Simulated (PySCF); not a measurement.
PySCF was given this input:
```python
from pyscf import gto, scf, dft
import numpy

mol = gto.M(
    atom='''
Br    0.000000    0.000000    0.000000
''',
    basis='aug-cc-pvdz',
    charge=0,
    spin=1,
    verbose=4,
)
print('smallest overlap eigenvalue', numpy.linalg.eigvalsh(mol.intor('int1e_ovlp'))[0])

mf = dft.UKS(mol)
mf.xc = 'm062x'
mf = mf.density_fit(auxbasis='def2-universal-jkfit')
mf.kernel()
```

What does this run give for the <S^2>, dipole moment, number of basis functions, total energy, HOMO energy?


The <S^2> comes out as 0.753. The dipole moment is 0.00 D and the number of basis functions comes out as 36. The total energy is -2574.1334 Eh and the HOMO energy comes out as -9.99 eV.

These values belong to the state on which the SCF converged, which isn't shown to be the lowest.
